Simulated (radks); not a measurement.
Results of a calculation; reference values are marked as such.
Spherical quantum dot in the effective-mass picture: electrons in a well V = -V0 / (1 + exp((r - R)/a)) with V0 = 11.1, R = 2.32, a = 0.26, with a point charge +2 (a donor) at the centre, all in effective atomic units (hartree* = m*/eps^2 hartree, bohr* = eps/m* bohr), one dielectric constant everywhere. Level of theory: non-relativistic Kohn-Sham, LDA (Slater exchange, Perdew-Wang correlation), spin-polarised, spherical densities (a radial shooting solver with Libxc functionals). Levels are named by radial order and angular momentum (1s, 1p, 1d, 2s, ...), and open shells are averaged over m.

N = 8, configuration 1s2 1p6. This is the lowest configuration that the search found. Occupied and some empty levels:

level,occupation,eigenvalue (hartree*),<r> (bohr*)
1s,2,-7.1716,0.9005
1p,6,-5.7611,1.392
2s,0,-5.0059,1.277
1d,0,-4.5828,1.576
1f,0,-3.2598,1.710

Energy (hartree*): total -70.0432, kinetic 11.884, external -100.06, Hartree 22.485, exchange-correlation -4.3520. Static polarisability (adiabatic kernel): 3.425 bohr*^3.

Electron density:

r (bohr*),n(r) (e/bohr*^3)
0.122,1.959
0.258,1.233
0.394,0.8473
0.530,0.6443
0.666,0.5362
0.802,0.4744
0.939,0.4312
1.07,0.3906
1.21,0.3446
1.35,0.2904
1.48,0.2300
1.62,0.1688
1.75,0.1132
1.89,0.06847
2.03,0.03707
2.16,0.01789
2.30,0.007739
2.44,0.003038
2.57,0.001106
2.71,0.0003813
